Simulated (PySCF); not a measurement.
Y(Cl)3 cation (Cl3Y), SMILES [Cl][Y]([Cl])[Cl] (connectivity only; charge and spin as stated), charge +1, multiplicity 2.

Geometry optimised at r2SCAN-D4/def2-SVP. A frequency run showed that this geometry is not a minimum. The spin state was assumed, not searched. The isomer is the one that the SMILES or the coordinates give; other isomers of the formula were not compared. The def2 effective core potentials stand for the cores of Y; spin–orbit coupling is left out.

The numbers are results of TDA-M06-2X/def2-SVPD run with PySCF, not measurements.

Vertical excitations. The molecule is in vacuum.

Problem. Estimate the UV-visible absorptions. (An estimate is asked for; the answer gives what the named calculation found.)

Solution. 
```tsv
state	energy (eV)	λ (nm)	f	main pairs
root 1	0.14	8648	0.001	β HOMO−5→LUMO 42 %, β HOMO→LUMO 25 %, β HOMO−3→LUMO 22 %, β HOMO−6→LUMO 9 %
root 2	0.36	3458	0.001	β HOMO−2→LUMO 61 %, β HOMO−1→LUMO 37 %
root 3	0.74	1685	0.000	β HOMO−3→LUMO 67 %, β HOMO−5→LUMO 27 %
root 4	1.05	1179	0.062	β HOMO→LUMO 65 %, β HOMO−6→LUMO 16 %
root 5	1.11	1117	0.000	β HOMO−7→LUMO 93 %
root 6	1.19	1042	0.000	β HOMO−4→LUMO 99 %
root 7	1.50	828	0.010	β HOMO−6→LUMO 67 %, β HOMO−5→LUMO 22 %
root 8	1.56	793	0.135	β HOMO−1→LUMO 57 %, β HOMO−2→LUMO 36 %
root 9	5.14	241	0.002	β HOMO→LUMO+1 91 %
root 10	5.57	223	0.000	β HOMO−1→LUMO+1 80 %
```
Unrestricted roots are not spin-pure.
